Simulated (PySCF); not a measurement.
HgI, SMILES [I][Hg+], charge +1.

Geometry: B3LYP-D3(BJ)/def2-TZVP. The spin state was assumed, not searched. The def2 effective core potentials stand for the cores of Hg, I; spin–orbit coupling is left out.

Two levels are set side by side: TDDFT-PBE/def2-TZVPD (PySCF) and TDDFT-B3LYP/def2-TZVPD (PySCF). Vertical, same geometry. The lowest singlet is HOMO−1→LUMO 102 % with PBE and HOMO−1→LUMO 102 % with the other functional; states are paired by order. Differences are taken from unrounded values.

```
quantity                               TDDFT-B3LYP  TDDFT-PBE  TDDFT-PBE minus TDDFT-B3LYP
-------------------------------------  -----------  ---------  ---------------------------
lowest singlet excitation (eV)                1.11       0.99                        -0.13
lowest triplet excitation (TDA) (eV)          0.61       0.49                        -0.13
first bright state (f over 0.05) (eV)         4.60       4.54                        -0.06
its oscillator strength                       0.19       0.14                        -0.05
```

A lower first singlet is the usual sign of a functional without exact exchange. Differences between two approximate levels are no errors against the true value.

Rough cost on one machine, each run with all the roots and properties that it gave: TDDFT-B3LYP against TDDFT-PBE about 5 times.
